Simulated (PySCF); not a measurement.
**Spin-rotation constants: `CCC[O+](C)[BH2-]F`, C$_{4}$H$_{12}$BFO**

Geometry (Å), atoms numbered from 1 in this order:
```xyz
19

C    -2.684   -0.170    0.455
C    -1.449   -0.120   -0.437
C    -0.180   -0.095    0.413
O     1.011   -0.280   -0.359
C     1.332    0.851   -1.158
B     2.309   -0.678    0.635
F     2.401    0.416    1.467
H    -2.712    0.694    1.115
H    -2.681   -1.069    1.067
H    -3.586   -0.168   -0.150
H    -1.508    0.767   -1.071
H    -1.422   -1.000   -1.083
H    -0.109    0.837    0.985
H    -0.198   -0.929    1.116
H     0.519    1.059   -1.854
H     2.233    0.602   -1.714
H     1.528    1.726   -0.531
H     1.955   -1.660    1.200
H     3.230   -0.773   -0.106
```

Method used: GIAO PBE0/pcSseg-1 magnetisability, rotational g tensor and spin-rotation constants, non-relativistic, gas phase in PySCF. Geometry: GFN2-xTB.

(1) Give the nuclear spin-rotation constants along the inertial axes (H = +C I·J) beside the isotropic shieldings.

(2) How do the rotational constants and the g tensor change when H8, H9, H10, H11, H12, H13, H14, H15, H16, H17, H18, H19 are replaced by deuterium?

## Answers

(1) Rotational constants 4.6813, 1.3211, 1.1598 GHz. A star marks the isotopologue with that one atom substituted, in its own axes.
| atom | isotope | Caa (kHz) | Cbb (kHz) | Ccc (kHz) | mean (kHz) | σ (ppm) |
| --- | --- | --- | --- | --- | --- | --- |
| B6 | 11B | 0.983 | 0.277 | 0.306 | 0.522 | 86.6 |
| F7 | 19F | 0.578 | 0.957 | 0.993 | 0.842 | 373.8 |
| H8 | 1H | -0.517 | -0.126 | -0.005 | -0.216 | 30.9 |
| H9 | 1H | -0.513 | -0.051 | -0.069 | -0.211 | 30.8 |
| H10 | 1H | -0.017 | -0.113 | -0.129 | -0.086 | 30.4 |
| H11 | 1H | -0.493 | -0.042 | -0.064 | -0.200 | 29.9 |
| H12 | 1H | -0.494 | -0.125 | 0.005 | -0.205 | 30.1 |
| H13 | 1H | -0.505 | -0.126 | 0.050 | -0.194 | 27.9 |
| H14 | 1H | -0.479 | 0.004 | -0.064 | -0.180 | 27.6 |
| H15 | 1H | -0.008 | -0.071 | -0.129 | -0.069 | 28.1 |
| H16 | 1H | -0.075 | -0.081 | -0.096 | -0.084 | 27.8 |
| H17 | 1H | -0.439 | -0.120 | 0.026 | -0.178 | 28.0 |
| H18 | 1H | -0.351 | -0.028 | -0.032 | -0.137 | 28.1 |
| H19 | 1H | -0.076 | -0.040 | -0.090 | -0.069 | 28.1 |
| C1 | 13C* | 0.609 | 0.165 | 0.155 | 0.310 | 175.8 |
| C2 | 13C* | 0.717 | 0.194 | 0.174 | 0.362 | 162.9 |
| C3 | 13C* | 0.982 | 0.293 | 0.316 | 0.530 | 107.1 |
| O4 | 17O* | -0.329 | -0.161 | -0.107 | -0.199 | 280.0 |
| C5 | 13C* | 1.102 | 0.233 | 0.227 | 0.520 | 126.9 |

For the geometry as given, no vibrational averaging.

(2) Constants 3.6595, 1.1245, 0.9858 GHz; g -0.0153, -0.0075, -0.0071, against -0.0193, -0.0085, -0.0080 before.
